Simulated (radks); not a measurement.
Results of a calculation; reference values are marked as such.
Question: All-electron atom: Eu+ in [Xe] 4f7 6s1. Level of theory: scalar-relativistic Kohn-Sham, Slater X-alpha with alpha = 0.667, spin-polarised, spherical densities, finite nucleus; open shells are filled with parallel spins first (spin-orbit coupling, left out, can overturn this in heavy ions); Fermi nuclear charge, rms radius 5.1115 fm (a radial shooting solver on a logarithmic mesh with Libxc functionals). Some entries of the table are withheld. Estimate them.

orbital,occ.,eigenvalue (hartree),r(max) (bohr),<1/r> (bohr^-1)
1s up,1,-1775.691,0.01421,70.15
1s down,1,-1775.691,0.01421,70.15
2s up,1,-291.7334,0.08063,16.26
2s down,1,-291.7302,0.08063,16.26
2p up,3,-260.0847,0.06514,15.23
2p down,3,-260.0824,0.06514,15.23
3s up,1,-64.31129,0.2292,5.953
3s down,1,-64.21893,0.2291,5.958
3p up,3,-54.45802,0.2247,5.607
3p down,3,-54.36643,0.2245,5.613
3d up,5,-41.23425,0.1838,5.323
3d down,5,-41.16271,0.1836,5.329
4s up,1,-12.94686,0.5276,2.507
4s down,1,-12.72713,0.5273,2.508
4p up,3,-9.70431,0.5507,2.305
4p down,3,-9.48491,0.5503,2.305
4d up,5,-5.18381,0.5735,2.025
4d down,5,-4.96609,0.5730,2.023
5s up,1,-1.86952,1.228,0.9662
5s down,1,-1.73707,1.241,0.9470
5p up,3,-1.09344,1.396,0.8081
5p down,3,-0.98805,1.421,0.7872
4f up,7,-0.34033,0.5924,1.420
6s up,1,-0.31426,(1),(2)
6s down,0,-0.23547,(3),(4)
4f down,0,-0.15078,0.5955,1.352

Answer: 
(1) 6s up r(max) (bohr): 3.380
(2) 6s up <1/r> (bohr^-1): 0.3260
(3) 6s down r(max) (bohr): 3.371
(4) 6s down <1/r> (bohr^-1): 0.3223
